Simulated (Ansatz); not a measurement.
System: MgH, net charge 0, doublet state. SMILES: [MgH]
Geometry from a B3LYP-D3(BJ)/def2-TZVP (Ansatz, a quantum-chemistry and plane-wave program) optimisation:
```
Mg
H 1 1.7430
```
Charge 0, spin multiplicity 2.

Parts of the frozen-core correlation energy in def2-SVP (Ansatz, hartree). Frozen orbitals: 5; correlated occupied orbitals by spin: 2 and 1; virtual: 16 and 17. Open shells are spin-unrestricted. No spin-orbit coupling. Non-relativistic.

```csv
term,value
reference (HF),-200.07654
MP2 opposite-spin,-0.02357
MP2 same-spin,-0.00068
CCSD correlation,-0.03407
(T),-0.00038
CCSDT minus CCSD(T),-0.00022
T1 diagnostic,0.020
largest doubles amplitude,0.047
<S^2> of the reference,0.760
```
